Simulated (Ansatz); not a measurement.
Relaxation of C₃H₉FSi (14 atoms, charge 0, multiplicity 1), to a largest force component of 0.02 eV/Å in at most 40 steps.

Computed with UKS B3LYP-D4/STO-3G in Ansatz.

```xyz
14
Properties=species:S:1:pos:R:3
F -2.164 1.306 0.401
C -0.958 1.629 0.819
C -0.148 0.367 0.750
C 0.097 -0.146 -0.675
Si 1.027 -1.730 -0.876
H -1.027 2.022 1.844
H -0.516 2.423 0.187
H -0.552 -0.384 1.383
H 0.878 0.588 1.233
H -0.973 -0.338 -1.063
H 0.472 0.622 -1.272
H 0.429 -2.813 -0.056
H 2.356 -1.467 -0.376
H 1.065 -2.108 -2.270
```

**Question.** Where does it end, and by what steps?

**Answer.** The forces met the threshold. Limits of this set-up: minimal basis. After 4 steps the energy has fallen by 0.795 eV; F1 moved furthest, 0.16 Å.

| step | energy less start (eV) | largest force component (eV/Å) | accepted |
| --- | --- | --- | --- |
| 0 | 0.0000 | 5.787 | yes |
| 1 | -0.7334 | 0.899 | yes |
| 2 | -0.7901 | 0.300 | yes |
| 3 | -0.7940 | 0.099 | yes |
| 4 | -0.7945 | 0.018 | yes |

```xyz
14
Properties=species:S:1:pos:R:3
F -2.296 1.385 0.374
C -0.992 1.645 0.844
C -0.085 0.361 0.758
C 0.039 -0.158 -0.706
Si 1.043 -1.744 -0.855
H -1.029 1.997 1.905
H -0.523 2.460 0.238
H -0.521 -0.420 1.404
H 0.909 0.614 1.167
H -0.977 -0.318 -1.100
H 0.494 0.632 -1.323
H 0.433 -2.791 -0.069
H 2.388 -1.526 -0.374
H 1.103 -2.166 -2.235
```

Whether the end is a true minimum wasn't checked by a vibrational analysis.

The run took 25 s on 1 thread of Arm Neoverse V1, with other jobs on the host, peak memory 0.15 GiB.
